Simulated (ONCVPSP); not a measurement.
**Plane-wave convergence, ONCV potential for calcium**

* Element: calcium
* Generator: ONCVPSP 4.0.1
* Type: optimised norm-conserving Vanderbilt (ONCV)
* Functional: PW91
* Relativity: scalar-relativistic
* Frozen core: [Ne]
* Valence charge: 10
* Reference configuration: 3s2 3p6 4s1 (charge +1)
* Partial waves: 3s+4s: rc 2.20 bohr, ncon 3, nbas 8, qcut 5.4 1/bohr, 3 projectors, debl 1.3 Ha; 3p: rc 2.05 bohr, ncon 4, nbas 8, qcut 8.3 1/bohr, 2 projectors, debl 0.5 Ha; d scattering state at 0.34 Ha: rc 1.95 bohr, ncon 5, nbas 8, qcut 5.7 1/bohr, 1 projector; f scattering state at 0.15 Ha: rc 1.95 bohr, ncon 4, nbas 9, qcut 5 1/bohr, 3 projectors, debl 3.7 Ha
* Local potential: polynomial inside 1.25 bohr (lpopt 5, dvloc0 3 Ha)
* Core correction: Teter function, fcfact 6, rcfact 1.2

In the p channel the program set the typed energies aside and used -1.285, 0.250 Ha. In the d channel the program set the typed energies aside and used -0.309 Ha.

Problem. For each optimised wave give the share of its norm inside rc, the residual kinetic energy above qcut (Ha) and the cutoffs (Ha) for errors of 10, 1, 0.1 and 0.01 mHa per electron.

Solution.

```tsv
wave	norm inside rc	residual KE	10 mHa	1 mHa	0.1 mHa	0.01 mHa
3s	0.978	1.8e-07	4.3	5.8	7.0	9.1
4s	0.105	7.4e-07	3.2	4.8	8.2	11.8
s projector 3	0.203	1.9e-05	4.2	6.1	12.5	17.0
3p	0.922	3.0e-09	11.6	16.0	20.0	23.7
p projector 2	0.062	5.5e-10	8.4	12.7	16.7	20.2
d projector 1	0.591	7.4e-03	15.7	46.1	57.5	64.0
f projector 1	0.008	1.2e-05	1.6	4.5	8.6	13.1
f projector 2	0.165	3.2e-02	15.5	46.1	105.1	116.8
f projector 3	0.161	5.2e-01	21.0	49.4	129.9	147.0
```

The occupied waves need 16 Ha and 20 Ha for 1 and 0.1 mHa. Rows with under 1 % of the norm inside rc give no meaningful cutoff. The cutoffs count occupied waves only; projector 3 of the f channel, the hardest unoccupied one, needs 49 Ha at the loose tolerance.
